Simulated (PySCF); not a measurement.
[Eu(O2)2]− at several levels of theory

Computed with PySCF 2.14.0 (density fitting, no spin-orbit coupling) at the geometry relaxed with BP86:

```xyz
5
[Eu(O2)2]− (singlet in the valence; each metal's 4f electrons, 6 of them, lie in its core potential, out of spins and levels)
Eu    0.0000    0.0000    0.0000
O     0.5377    0.5377    2.0447
O    -0.5377   -0.5377    2.0447
O     0.5377   -0.5377   -2.0447
O    -0.5377    0.5377   -2.0447
```

| level | basis | state | HOMO (eV) | gap (eV) | charge on Eu1 (e) | population of f-type functions on Eu1 (polarisation alone where 4f lies in the core) | dipole about the centre of mass (D) | largest force component (eV/Å) |
| --- | --- | --- | --- | --- | --- | --- | --- | --- |
| BP86 | Eu lcecp-1-SVP with ECP52, O def2-SVP | singlet | 1.00 | 1.17 | 0.62 | 0.10 | 0.00 | 0.00 |
| BLYP | the same | singlet | 1.21 | 0.94 | 0.56 | 0.10 | 0.00 | 0.34 |
| BP86 | Eu lcecp-1-TZVP with ECP52, O def2-TZVP | singlet | 0.59 | 1.50 | 1.14 | 0.12 | 0.00 | 0.09 |

In the lcecp rows the 4f levels are missing from HOMO and gap, and the state counts the valence alone.

Charges are Mulliken's, which hang on the basis. The relaxation used the grid (50, 194), these runs (75, 302) or, all-electron (x2c bases, spin-free X2C Hamiltonian), (99, 590).

Q: A further run in the first row's basis gives HOMO (eV) -2.81, gap (eV) 7.09, charge on Eu1 (e) 0.90, population of f-type functions on Eu1 (polarisation alone where 4f lies in the core) 0.12, dipole about the centre of mass (D) 0.00, largest force component (eV/Å) 0.55. Which level was it?
A. HF
B. r2SCAN
C. wB97X

A: C. The others give HOMO -4.71 eV (HF); 0.83 eV (r2SCAN).

In the first row's basis the gap widens with exact exchange: 0.9 to 1.6 eV for BLYP, BP86, r2SCAN (none); 7.1 to 9.2 eV for wB97X, Hartree–Fock (rising or full at long range).

An lcecp potential fixes the number of 4f electrons, so in runs with it no electron can move into or out of that shell.

Small gap, closed shell not tested for a spin-broken solution: BLYP.

The highest filled level of some runs lies above zero, as often for anions with such functionals and bases.
